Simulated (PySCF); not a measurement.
Dihydrogen, H₂.
SMILES: `[H][H]`

Level of theory: PBE0/pcSseg-1 in PySCF (dipole) on a GFN2-xTB geometry, gas phase.

Masses are those of the commonest isotopes; rigid-rotor values at the optimised geometry. 

Task: What are the moment of inertia and the rotational constant?

Result: I = 0.304 u·Å², B = 505379 MHz·u·Å²/I = 1662531 MHz (55.4561 cm⁻¹, or 79.789 K as hB/k). For two atoms I = μr² with μ = 0.5039 u and r = 0.7767 Å.

Task: List the first levels of a rigid rotor in a Σ state.

Result: E(J) = BJ(J+1): J = 1: 110.912, J = 2: 332.736, J = 3: 665.473, J = 4: 1109.121, J = 5: 1663.682, J = 6: 2329.155 cm⁻¹.

Task: Has it a pure rotational spectrum?

Result: Not by electric dipole: D∞h allows no dipole (computed 0.00 D). Rotational Raman lines (ΔJ = 2) lie at B(4J + 6), spaced by 4B = 221.824 cm⁻¹, with nuclear-spin weights that differ between even and odd J.

Task: Estimate the classical rotational partition function at 500 K.

Result: Point group D∞h, symmetry number σ = 2; q = kT/(σhB), k/h = 20836.6 MHz/K: 3.1 at 500 K.

Stationary, but not proved a minimum. Constants of a rigid frame at the computed geometry: no zero-point averaging, no centrifugal distortion.
